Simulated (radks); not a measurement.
Effect of the nuclear size on the thallium ion Tl2+, [Xe] 4f14 5d10 6s1. Calculated with a radial shooting solver on a logarithmic mesh with Libxc functionals: Dirac Kohn-Sham, LDA (Slater exchange, Perdew-Wang correlation), spin-unpolarised, spherical densities, finite nucleus; Fermi nuclear charge, rms radius 5.4759 fm. The rms radius is varied about that value; shifts are against it.

rms radius (fm)  total energy shift (eV)  density at nucleus (e/bohr^3)  1s1/2 shift (meV)  2s1/2 shift (meV)  5s1/2 shift (meV)  5p1/2 shift (meV)  6s1/2 shift (meV)  6p1/2 (empty) shift (meV)  7s1/2 (empty) shift (meV)
4.4355                             -41.3                      2.746e+06             -16500              -2480              -29.8             -0.076              -3.60                      0.242                     -0.616
5.235                              -10.0                      2.561e+06              -4000               -601              -7.22             -0.019             -0.873                      0.059                     -0.149
5.4759                                 0                      2.512e+06              0.000              0.000              0.000              0.000              0.000                      0.000                      0.000
5.7059                              9.80                      2.469e+06               3910                589               7.07              0.019              0.854                     -0.057                      0.146
6.2316                              33.1                      2.379e+06              13200               1990               23.8              0.067               2.88                     -0.193                      0.493

Slopes of the eigenvalues against <r^2> in GHz/fm^2, as finite differences over the two radii next to the reference (eigenvalue slopes, not the field-shift constants of lines): 1s1/2 371000, 2s1/2 55900, 5s1/2 671, 5p1/2 1.81, 6s1/2 81.1, 6p1/2 (empty) -5.44, 7s1/2 (empty) 13.9.
